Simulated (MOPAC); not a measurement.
MOPAC input (PM7):

```
PM7 FORCE THERMO(298,298) PRECISE LET GEO-OK AUX(PRECISION=9) THREADS=1
FO2V

V    -0.08110775 1    0.02736403 1   -0.01419974 1
O    -1.18570692 1   -1.05931229 1   -0.06274299 1
O    -0.24149986 1    1.40201821 1   -0.71273405 1
F     1.37155600 1   -0.29860930 1    0.86160714 1
```

From the output:

```
     F    4   4.398506   0.422034   0.422002   3.983694

          HEAT OF FORMATION =    -137.931119 KCALS/MOLE

          ZERO POINT ENERGY       4.385 KCAL/MOL

           NORMAL COORDINATE ANALYSIS (Total motion = 1 Angstrom)

   Root No.       1         2         3         4         5         6

                 1 B1      1 B2      1 A1      2 A1      3 A1      2 B2

                  32.4     202.9     300.1     643.4     886.0    1002.1

           1   -0.0008   -0.1192   -0.0581   -0.0500   -0.0804   -0.1872
           2   -0.0015    0.0657   -0.1054   -0.0907   -0.1458    0.1032
           3    0.2480    0.0000   -0.0009   -0.0008   -0.0012    0.0000
           4    0.0009   -0.1156   -0.0233   -0.2416    0.3145    0.3917
           5    0.0017   -0.2304    0.3510    0.0478   -0.0092    0.0019
           6   -0.2755   -0.0025    0.0017   -0.0008    0.0005    0.0000
           7    0.0009    0.1331    0.3092    0.1694   -0.1756    0.2074
           8    0.0017    0.2207    0.1677   -0.1788    0.2611   -0.3322
           9   -0.2755    0.0025    0.0017   -0.0008    0.0005   -0.0000
          10    0.0007    0.3050   -0.0851    0.1950    0.0986   -0.0026
          11    0.0012   -0.1682   -0.1543    0.3536    0.1789    0.0014
          12   -0.2011   -0.0000   -0.0005    0.0033    0.0024   -0.0000

           MASS-WEIGHTED COORDINATE ANALYSIS (NORMAL COORDINATES)

   Root No.       1         2         3         4         5         6

                 1 B1      1 B2      1 A1      2 A1      3 A1      2 B2

                  32.4     202.9     300.1     643.4     886.0    1002.1

           1   -0.0024   -0.3671   -0.1803   -0.1510   -0.2476   -0.4967
           2   -0.0043    0.2024   -0.3271   -0.2739   -0.4490    0.2739
           3    0.7036    0.0000   -0.0027   -0.0023   -0.0038    0.0000
           4    0.0015   -0.1995   -0.0405   -0.4089    0.5427    0.5824
           5    0.0027   -0.3975    0.6106    0.0809   -0.0158    0.0029
           6   -0.4379   -0.0044    0.0029   -0.0013    0.0009    0.0000
           7    0.0015    0.2297    0.5380    0.2867   -0.3030    0.3084
           8    0.0027    0.3808    0.2917   -0.3027    0.4505   -0.4940
           9   -0.4379    0.0044    0.0029   -0.0013    0.0009   -0.0000
          10    0.0012    0.5734   -0.1612    0.3596    0.1855   -0.0041
          11    0.0021   -0.3162   -0.2924    0.6521    0.3363    0.0023
          12   -0.3483   -0.0000   -0.0009    0.0061    0.0044   -0.0000

          DESCRIPTION OF VIBRATIONS

 VIBRATION          1    1B1         ATOM PAIR     ENERGY CONTRIBUTION    RADIAL
 FREQUENCY            32.44         V 1 -- O 2         +36.2% ( 69.9%)      0.0%
 TRANSITION DIPOLE   4.2141         V 1 -- O 3         +36.2% ( 69.9%)      0.0%
 TRAVEL (Ang.)       0.3861         V 1 -- F 4         +27.6% ( 60.9%)      0.0%
 REDUCED MASS       13.9417
 EFFECTIVE MASS     31.2224
 FORCE CONSTANT      0.0086

 VIBRATION          2    1B2         ATOM PAIR     ENERGY CONTRIBUTION    RADIAL
 FREQUENCY           202.95         V 1 -- F 4         +50.5% (130.7%)      0.0%
 TRANSITION DIPOLE   0.9602         V 1 -- O 2         +24.7% ( 91.4%)      7.2%
 TRAVEL (Ang.)       0.2294         V 1 -- O 3         +24.7% ( 91.4%)      7.2%
 REDUCED MASS        6.3162
 EFFECTIVE MASS     35.6665
 FORCE CONSTANT      0.1533

 VIBRATION          3    1A1         ATOM PAIR     ENERGY CONTRIBUTION    RADIAL
 FREQUENCY           300.09         V 1 -- O 2         +44.2% ( 81.9%)      2.2%
 TRANSITION DIPOLE   1.4756         V 1 -- O 3         +44.1% ( 81.9%)      2.2%
 TRAVEL (Ang.)       0.1983         V 1 -- F 4         +11.7% ( 42.2%)     99.9%
 REDUCED MASS        5.7153
 EFFECTIVE MASS     23.0864
 FORCE CONSTANT      0.3032

 VIBRATION          4    2A1         ATOM PAIR     ENERGY CONTRIBUTION    RADIAL
 FREQUENCY           643.42         V 1 -- F 4         +64.1% ( 89.9%)    100.0%
 TRANSITION DIPOLE   1.7830         V 1 -- O 3         +18.0% ( 47.6%)     34.6%
 TRAVEL (Ang.)       0.1198         V 1 -- O 2         +18.0% ( 47.6%)     34.6%
 REDUCED MASS        7.2973
 EFFECTIVE MASS     21.0161
 FORCE CONSTANT      1.7799

 VIBRATION          5    3A1         ATOM PAIR     ENERGY CONTRIBUTION    RADIAL
 FREQUENCY           885.99         V 1 -- O 3         +38.2% ( 66.7%)     76.9%
 TRANSITION DIPOLE   4.9883         V 1 -- O 2         +38.2% ( 66.7%)     76.9%
 TRAVEL (Ang.)       0.1065         V 1 -- F 4         +23.6% ( 52.3%)    100.0%
 REDUCED MASS        6.7150
 EFFECTIVE MASS     24.0208
 FORCE CONSTANT      3.1057

 VIBRATION          6    2B2         ATOM PAIR     ENERGY CONTRIBUTION    RADIAL
 FREQUENCY          1002.14         V 1 -- O 2         +45.5% ( 73.4%)     94.1%
 TRANSITION DIPOLE   4.8820         V 1 -- O 3         +45.5% ( 73.4%)     94.1%
 TRAVEL (Ang.)       0.0867         V 1 -- F 4          +8.9% ( 32.5%)      0.0%
 REDUCED MASS        8.9518
 EFFECTIVE MASS     25.1145
 FORCE CONSTANT      5.2968

      SYMMETRY NUMBER FOR POINT-GROUP C2v =  2

          SYSTEM IS A GROUND STATE

 FO2V

          MOLECULE IS NOT LINEAR

          THERE ARE  6 GENUINE VIBRATIONS IN THIS SYSTEM
          THIS THERMODYNAMICS CALCULATION IS LIMITED TO
          MOLECULES WHICH HAVE NO INTERNAL ROTATIONS

                    CALCULATED THERMODYNAMIC PROPERTIES
                                          *
   TEMP. (K)   PARTITION FUNCTION   H.O.F.    ENTHALPY  HEAT CAPACITY ENTROPY
                                   KCAL/MOL   CAL/MOLE    CAL/K/MOL  CAL/K/MOL

 298.00  VIB.     0.1544D+02                  1303.7537     7.3257     9.8141
         ROT.     0.2903D+05                   888.2803     2.9808    23.4012
         INT.     0.4482D+06                  2192.0340    10.3065    33.2153
         TRA.     0.9950D+27                  1480.4672     4.9680    39.7730
         TOT.                     -137.931    3672.5012    15.2745    72.9883

   *: NOTE: HEATS OF FORMATION ARE RELATIVE TO THE
            ELEMENTS IN THEIR STANDARD STATE AT 298K
              (=  Standard Enthalpy of Formation).

            Hvib:  Zero-point energy is not included.
                   frequencies of less than zero cm-1 are not included.
            Hrot = (3/2)RT
            Htra = (3/2)RT + pV = (5/2)RT

            Heat capacity is Cp, not Cv

          For more information, see: HTTP://OpenMOPAC.net/Manual/thermochemistry.html

           FORCE CONSTANT IN CARTESIAN COORDINATES (Millidynes/A)

    ATOM   CHEMICAL       X               Y               Z
   NUMBER   SYMBOL  FORCE CONSTANT  FORCE CONSTANT  FORCE CONSTANT

      1       V        9.417748        8.282724        0.015919
      2       O        6.059579        0.404866        0.002686
      3       O        2.166231        4.298214        0.002686
      4       F        1.079554        3.097118        0.001813

 **********************
 *                    *
 * JOB ENDED NORMALLY *
 *                    *
 **********************
```
